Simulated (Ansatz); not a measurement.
Cs2H2⁺, relaxed as a doublet with UKS r2SCAN-D4/def2-TZVP in Ansatz, starting from the GFN1-xTB geometry. Force threshold 0.02 eV/Å.

In the def2 sets Cs takes a core potential; there is no spin–orbit coupling. The structure comes from a short search, and lower isomers may exist.

Start:

```xyz
4

Cs   -0.1315    2.3495    0.0584
Cs   -0.5609   -1.3961    1.6736
H     0.0213   -0.2765   -0.8242
H     0.6711   -0.6769   -0.9078
```

(1) Estimate the energy that the relaxation releases and the steps that it takes.

(2) Does the start keep its bonding?

(3) Predict the relaxed structure.

Results:

(1) 16.4 kcal/mol, in 14 steps; 28 s on 4 threads of Intel Xeon on a shared host. The force fell under the threshold at step 10, but the optimiser went on and released 0.004 eV more. No frequencies were taken in this run, so the end may be a saddle point.

(2) Bonds lost: Cs1–H3, Cs2–H3, Cs2–H4 (atoms count from 1). Metal–metal contacts that move far: Cs1–Cs2 4.10 to 5.80 Å. The end holds 2 separate pieces.

(3) 
Cartesian coordinates in Å:
```
Cs -0.5077 3.7128 0.6923
Cs -1.0907 -1.6246 2.8989
H 0.6693 -0.8400 -1.5129
H 0.9291 -1.2481 -2.0782
```
Bond lengths (bridged metal pairs left out): 1 × Cs–Cs 5.80 Å; 1 × H–H 0.74 Å.
